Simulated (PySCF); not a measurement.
# A survey of 19F NMR shifts

Calculated, not measured (PySCF 2.14): shieldings: GIAO PBE0/pcSseg-1, geometry: GFN2-xTB. Non-relativistic Hamiltonian, equivalent nuclei averaged, a single conformation, no solvent model.

Shieldings were converted by a linear fit to measured shifts: 19F: δ = 146.13 − 0.903σ +14.6 on sp3 carbon (rms 6.0 ppm, 223 shifts, 7.0 ppm with the 5 outliers that the fit left out vs CFCl3, solution or neat liquid). A few per cent of atoms miss by over 2 rms, more outside the fitted compound classes.

**Question.** Give the 19F shifts of `C[C@@H](F)OCCC(F)(F)F`, `C=C(OC(F)(F)F)C(F)(F)F`, `C=C(CC)C(C)(C)C(F)F`, `C=C/C(=C/C(F)(F)F)C(=C)Cl`.

**Answer.** 
```json
{"compound": "[CH3:1][C@@H:2]([F:3])[O:4][CH2:5][CH2:6][C:7]([F:8])([F:9])[F:10]", "environment": "F8/9/10: fluorine of a CF3 group (×3)", "δ (ppm)": "-68.0"}
{"compound": "[CH3:1][C@@H:2]([F:3])[O:4][CH2:5][CH2:6][C:7]([F:8])([F:9])[F:10]", "environment": "F3: fluorine on an sp3 carbon", "δ (ppm)": "-117.6"}
{"compound": "[CH2:1]=[C:2]([O:3][C:4]([F:5])([F:6])[F:7])[C:8]([F:9])([F:10])[F:11]", "environment": "F5/6/7: fluorine of an OCF3 group (×3)", "δ (ppm)": "-61.3"}
{"compound": "[CH2:1]=[C:2]([O:3][C:4]([F:5])([F:6])[F:7])[C:8]([F:9])([F:10])[F:11]", "environment": "F9/10/11: fluorine of a CF3 group (×3)", "δ (ppm)": "-72.2"}
{"compound": "C=C(CC)C(C)(C)C(F)F", "environment": "fluorine of a CF2 group (×2)", "δ (ppm)": "-121.5"}
{"compound": "C=C/C(=C/C(F)(F)F)C(=C)Cl", "environment": "fluorine of a CF3 group (×3)", "δ (ppm)": "-59.4"}
```
